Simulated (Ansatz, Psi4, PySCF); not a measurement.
CH$_{3}$Li, charge -1, doublet, at a GFN2-xTB geometry (such geometries of metal compounds can be far from the true shape) (a state made from the parent by changing its charge; the spin is typed, not shown lowest) (in this run its highest filled SCF level lies above zero, so its values depend strongly on the basis, on diffuse functions most of all). Base run: PBE/6-31G* (PySCF).

PySCF was given this input:
```python
from pyscf import gto, scf, dft

mol = gto.M(
    atom='''
Li   -1.20662055   -0.71723209   -1.05828569
C     0.29200003    0.17356889    0.25610326
H     0.88001435   -0.55142896    0.87715171
H    -0.10349501    0.89346180    1.01926889
H     1.09134210    0.76825007   -0.25818308
''',
    basis='6-31g*',
    charge=-1,
    spin=1,
    verbose=4,
)

mf = dft.UKS(mol)
mf.xc = 'pbe'
mf.kernel()
```

The same geometry, method and basis name were run in Ansatz (a program for electronic structure) and Psi4 and PySCF, at each program's defaults and at the settings that a row names. The base is PySCF at its defaults. Differences at the defaults can come from grids, fitting, cores and function types together.

```csv
code and settings,ΔE vs base (µEh),basis functions,E (Eh),SCF cycles
"PySCF, defaults (exact integrals, its default grid, spherical functions)",0.0,34,-47.29678,10
"Psi4, defaults (density fitting with its default set, its default grid, Cartesian functions)",-1863,36,-47.29864,9
"Ansatz, defaults (factorised integrals, its default grid, Cartesian functions)",-1831,36,-47.29861,-
"PySCF, density fitting with def2-universal-jkfit",-29.9,34,-47.29681,10
"PySCF, fine grid",-1.1,34,-47.29678,10
"Psi4, exact integrals, spherical functions, fine grid",-1.1,34,-47.29678,12
"Ansatz, high accuracy, Cartesian functions as the basis file defines them",-1829,36,-47.29861,-
```

Open shells are given as the SCF converged; they aren't shown to be the lowest states, and a large step between rows can be another state.
